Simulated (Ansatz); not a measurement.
H₈OSi₃, SMILES `[SiH3]O[SiH2][SiH3]`. Charge 0, multiplicity 1.

```xyz
12

Si    2.044    0.045    0.762
O     0.596    0.772    0.969
Si   -0.974    0.825    0.496
Si   -1.417   -0.711   -1.223
H     1.944   -0.983   -0.310
H     3.054    1.062    0.376
H     2.456   -0.607    2.030
H    -1.285    2.204    0.033
H    -1.838    0.528    1.671
H    -1.145   -2.105   -0.777
H    -0.583   -0.425   -2.422
H    -2.852   -0.604   -1.604
```

(1) What are the harmonic wavenumbers in cm⁻¹ at PBE0-D4/def2-TZVP (Ansatz, finite differences of forces, unscaled)? (Best estimate.)

(2) Is this a minimum?

(3) Give the ideal-gas thermochemistry at 298.15 K and 1 bar (rigid rotor, harmonic oscillator; point group Cs, symmetry number 1).

(4) Rotational constants (cm⁻¹)?

## Answers

(1) Computed: 20, 56, 61, 118, 181, 347, 406, 511, 605, 610, 725, 732, 746, 824, 898, 934, 937, 951, 952, 959, 991, 1123, 2206, 2210, 2211, 2216, 2223, 2226, 2237, 2239.

(2) Yes, all 30 modes are real.

(3) Zero-point energy 188.1 kJ/mol; H(298) − E = 213.1 kJ/mol; entropy 394.6 J/(mol·K), of which translation 167.3, rotation 115.8, vibration 111.5; G(298) − E = 95.5 kJ/mol. Modes under 100 cm⁻¹ are hindered rotations or soft bends, so the harmonic entropy is rough.

(4) 0.1814, 0.0555, 0.04448.
